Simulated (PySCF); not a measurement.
## Computed properties of SiF2ClBr, SMILES F[Si](F)(Cl)Br

SiF₂ClBr, SMILES F[Si](F)(Cl)Br. Coordinates come from a PBE0-D3(BJ)/def2-SVP optimisation. This is a generated structure with no PubChem entry under its InChIKey; it may be hypothetical. Other conformers were not sampled. All values are computed for the isolated molecule unless a solvent is named; none is compared with measurement here.

**Structure.** The optimised structure has Cs symmetry. All 9 harmonic modes at PBE0-D3(BJ)/def2-SVP (PySCF) are real, so it is a minimum. With heavy atoms numbered as in [F:1][Si:2]([F:3])([Cl:4])[Br:5], the shortest bond between them is Si2–F3 at 1.599 Å and the longest Si2–Br5 at 2.174 Å.

**Vibrations.** The strongest infrared lines (harmonic, unscaled, degenerate partners summed) lie at 635 cm⁻¹ (276 km/mol, Si 69 %, Cl 26 %), 913 cm⁻¹ (179 km/mol, F 59 %, Si 41 %), 996 cm⁻¹ (140 km/mol, F 52 %, Si 48 %). The softest mode is at 143 cm⁻¹ and the zero-point energy is 5.9 kcal/mol.

**Electronic structure.** CAM-B3LYP/def2-TZVP (PySCF) places the frontier levels at -10.72 and 0.54 eV, a gap of 11.26 eV, and gives a dipole moment of 0.95 D and a mean polarisability of 50.0 bohr³. PBE/def2-TZVP (PySCF) at the same geometry gives -8.03 and -1.54 eV, so its gap is 4.77 eV narrower. An orbital gap is neither the optical nor the fundamental gap.

**Excitations.** TDA-B3LYP/def2-SVPD (PySCF) has S1 at 6.91 eV (180 nm, f = 0.035, weak); the most intense of the 10 singlets computed lies at 8.04 eV (f = 0.04). T1 (TDA) is at 6.40 eV, 0.51 eV under S1. TDA-PBE/def2-SVPD (PySCF) puts S1 at 6.50 eV. No vertical singlet excitation falls in the visible range (under 3.1 eV).

**NMR.** GIAO shifts at HF/pcSseg-1 (PySCF) (non-relativistic, atoms alike by connectivity averaged): ²⁹Si at -35.3 ppm against TMS; ¹⁹F at -85.3 ppm against CFCl3. Without spin–orbit terms, shifts of atoms bonded to Cl or Br come out too high.

**Solvation.** SMD-M06-2X/6-31G* (PySCF) gives 0.6 kcal/mol in water, -2.9 kcal/mol in ethylethanoate, -3.3 kcal/mol in chloroform (1 M in both phases, gas-phase geometry).
